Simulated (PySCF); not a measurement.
## Hg⁶⁶⁺ (mercury, charge +66): Hartree-Fock from Schrödinger to Dirac-Coulomb-Breit

Occupied: 1s1/2, 2s1/2, 2p1/2, 2p3/2, 3s1/2, 3p1/2. Hartree-Fock calculated with PySCF 2.14 in an even-tempered Gaussian basis (19 s from 10 bohr⁻², ratio 2.3; 16 p from 12 bohr⁻², ratio 2.3), Gaussian nucleus throughout. NR is non-relativistic, sf-X2C the spin-free one-electron X2C Hamiltonian, X2C adds the bare one-electron spin-orbit term, X2C-SNSO screens it by Boettger's factors, DC is four-component Dirac-Coulomb, and the Gaunt and Breit terms are added at first order (total energies over the DC spinors, levels after relaxing the spinors in that mean field). QED terms are absent. Levels marked empty are virtual spinors of this ion; the basis has s and p functions only, so 3d, which can lie below the n = 4 levels, is absent.

```csv
Hamiltonian,E (hartree),E − E(DC) (hartree),CPU seconds
X2C,-14401.5708,5.4516,0.42
X2C-SNSO,-14399.2612,7.7612,0.42
DC,-14407.0224,0.0000,19
DC+Gaunt,-14386.7552,20.2671,32
DC+Breit,-14388.5653,18.4571,90
```

Task: Give the 2p spin-orbit interval with each Hamiltonian that has one.

Result: X2C 2078; X2C-SNSO 2019; DC 2020; DC+Gaunt 1997; DC+Breit 1997 (eV).

```
   level (eV)       X2C  X2C-SNSO        DC  DC+Gaunt  DC+Breit
        1s1/2  -89233.3  -89235.6  -89346.1  -89026.9  -89048.6
        2s1/2  -20379.7  -20380.6  -20397.2  -20360.9  -20363.8
        2p1/2  -19864.9  -19819.9  -19831.9  -19770.7  -19776.6
        2p3/2  -17787.1  -17801.0  -17812.4  -17773.5  -17779.2
        3s1/2   -8207.0   -8207.3   -8211.4   -8202.2   -8203.3
        3p1/2   -8027.8   -8016.1   -8019.3   -8003.5   -8005.4
3p3/2 (empty)   -7346.5   -7350.3   -7352.7   -7343.0   -7344.9
4s1/2 (empty)   -4301.2   -4301.3   -4302.8   -4299.2   -4299.8
```

Weight of the small component: 1s1/2 0.0926, 2s1/2 0.0218, 2p1/2 0.0217, 2p3/2 0.0194, 3s1/2 0.00848, 3p1/2 0.00839, 3p3/2 0.00771, 4s1/2 0.00430.

Koopmans' value for the highest occupied level at DC+Breit: 8005.4 eV, against an ionisation energy of 8010 ± 40 eV (theoretical estimate listed by NIST; NIST Atomic Spectra Database, ionization energies); the former lacks relaxation, correlation, QED and recoil.

The whole ladder took 150 s of wall time on 1 thread of Neoverse-V1 (shared host), launched as `OMP_NUM_THREADS=1 python relrun2.py TASK.json OUT` (a driver that calls PySCF for each Hamiltonian).

Dirac-Coulomb iterations, started from the X2C spinors:

```
with_ssss True, with_gaunt False, with_breit False
light speed = 137.03599967994
init E= -14288.6528233288
cycle= 1 E= -14407.0188029879  delta_E= -118  |g|= 4.31  |ddm|= 0.223
cycle= 2 E= -14407.0223844864  delta_E= -0.00358  |g|= 0.0578  |ddm|= 0.0144
cycle= 3 E= -14407.0223878669  delta_E= -3.38e-06  |g|= 0.00165  |ddm|= 0.000659
cycle= 4 E= -14407.0223878699  delta_E= -2.98e-09  |g|= 9.22e-06  |ddm|= 1.59e-05
```
